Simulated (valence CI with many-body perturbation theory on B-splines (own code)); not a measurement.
The numbers below are computed, except where a source is named.
# Sensitivity of CI+MBPT for Cu IX

Level of theory: configuration interaction combined with many-body perturbation theory (CI+MBPT): three valence electrons over a frozen Dirac-Fock core [Ar], a basis of 6 s, 6 p, 5 d, 5 f, 1 g functions for each j, with the one-electron correlation potential Σ1, the two-electron term Σ2, the three-electron term Σ3, Breit, model QED; selected CI, second order for the rest, scaled by the run's own slope (own B-spline code, finite nucleus).

No measured spectrum was set against this ion. As an estimate, terms of the open shell hold to 2 to 4 % of their energy, and close levels can change places; different configurations can be misplaced against each other by 1,000 to 8,000 cm⁻¹. The list stops below the first excitations out of the core. Only levels of the ground parity were solved; by the run's estimate the other parity begins above the list, which can be wrong where configurations are misplaced.

The reference run has the lowest level 3d3 4F_3/2 and an ionisation energy of 198.305 eV. Its largest variational space holds 3085 state functions.

Names give the largest LS component (configuration and term), which can be under half, so a name can repeat, a term be missing and a line seem to break the LS rules; names also repeat where a configuration has a term twice. Letters in brackets count levels of one name in rising energy.

Changed runs:
A. factor on the speed of light 1 → 10; QED terms on → off; scale of Σ2 1 → 0.5
B. scale of Σ1 1 → 0; scale of Σ2 1 → 0; three-electron term on → off; core polarisation of operators on → off
C. factor on the speed of light 1 → 10; QED terms on → off
D. logarithmic knot step 0.27 → 0.8 (bad on purpose)

Excitation energies of the reference run in cm⁻¹, and shifts in cm⁻¹:

| Level | Reference | A | B | C | D |
| --- | --- | --- | --- | --- | --- |
| 3d3 4F_5/2 | 1238 | -1227 | -119 | -1227 | +6.7 |
| 3d3 4F_7/2 | 2828 | -2802 | -257 | -2801 | +15 |
| 3d3 4F_9/2 | 4675 | -4629 | -399 | -4628 | +24 |
| 3d3 4P_1/2 | 26500 | -408 | +1690 | -1495 | +26 |
| 3d3 4P_3/2 | 26785 | -686 | +1660 | -1776 | +25 |
| 3d3 4P_5/2 | 28566 | -2456 | +1527 | -3546 | +35 |
| 3d3 2G_7/2 | 28621 | -1125 | +1423 | -1725 | +67 |
| 3d3 2G_9/2 | 30034 | -2520 | +1323 | -3119 | +73 |
| 3d3 2D_3/2 [a] | 36834 |  | +1131 |  | +69 |
| 3d3 2P_1/2 | 37785 | -1137 | +403 | -2262 | +77 |
| 3d3 2H_9/2 | 39319 | -1552 | +1170 | -2401 | +91 |
| 3d3 2H_11/2 | 40154 | -2372 | +1142 | -3221 | +93 |
| Ionisation energy (eV) | 198.305 | -1.028 | -5.698 | +0.756 | +0.221 |

A blank means that the level has no clear partner in that run.
